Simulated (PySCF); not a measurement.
Method: B3LYP-D3(BJ)/def2-TZVP (PySCF). All species are isolated molecules in the gas phase. One relaxed conformer stands for a flexible species; it need not be the lowest. B3LYP has the VWN-RPA correlation part, as in Gaussian. Excitations are Tamm–Dancoff values on a coarser integration grid. The basis has no diffuse functions, so Rydberg states are missing or too high.

Reference species (SMILES): `B1CC1` (neutral, multiplicity 1).

```
Property               Result
-------------------  --------
T1 excitation (TDA)   3.54 eV
LUMO                 -1.51 eV
```

Changed species: `C(=C)B`.

Problem. Predict the effect on the T1 excitation (TDA) and LUMO.

Solution. the T1 excitation (TDA) rises by 0.08 eV, to 3.62 eV; the LUMO falls by 0.79 eV, to -2.30 eV.
